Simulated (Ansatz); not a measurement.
C$_{5}$H$_{6}$F$_{2}$, SMILES `F[C@H]1C=CC[C@@H]1F` at its PBE0-D4/def2-TZVP geometry, where that method's forces vanish. Total charge 0; spin multiplicity 1.

```tsv
atom	x (Å)	y (Å)	z (Å)
F1	1.557	-1.640	-0.082
C2	0.671	-0.820	0.612
C3	1.109	0.604	0.537
C4	0.288	1.324	-0.219
C5	-0.848	0.517	-0.769
C6	-0.703	-0.832	-0.068
F7	-1.681	-0.955	0.907
H8	0.595	-1.220	1.627
H9	2.002	0.966	1.029
H10	0.414	2.378	-0.439
H11	-1.828	0.944	-0.541
H12	-0.784	0.428	-1.859
H13	-0.792	-1.693	-0.734
```

Question: For each bond, give half the difference of the two atoms' forces along it (eV/Å; positive pushes the atoms apart) under PBE-D4, r2SCAN-D4, B3LYP-D4, ωB97M-V in def2-TZVPP. (An estimate is asked.)

Answer: Ansatz gave: 
```tsv
bond	length (Å)	PBE-D4	r2SCAN-D4	B3LYP-D4	ωB97M-V
F1–C2	1.393	0.55	0.38	0.39	0.20
C2–C3	1.491	-0.14	-0.04	0.08	0.18
C2–C6	1.533	-0.04	-0.01	0.03	-0.02
C2–H8	1.094	0.08	-0.10	-0.21	-0.19
C3–C4	1.328	0.43	0.20	0.07	-0.10
C3–H9	1.082	-0.03	-0.10	-0.15	-0.10
C4–C5	1.497	-0.07	0.04	0.19	0.26
C4–H10	1.084	-0.03	-0.10	-0.16	-0.11
C5–C6	1.527	-0.01	0.06	0.13	0.07
C5–H11	1.093	0.11	-0.04	-0.12	-0.13
C5–H12	1.095	0.09	-0.04	-0.11	-0.14
C6–F7	1.386	0.51	0.33	0.37	0.26
C6–H13	1.092	0.07	-0.12	-0.22	-0.18
```

B3LYP here is the variant with VWN-RPA as its local correlation; programs differ in this.
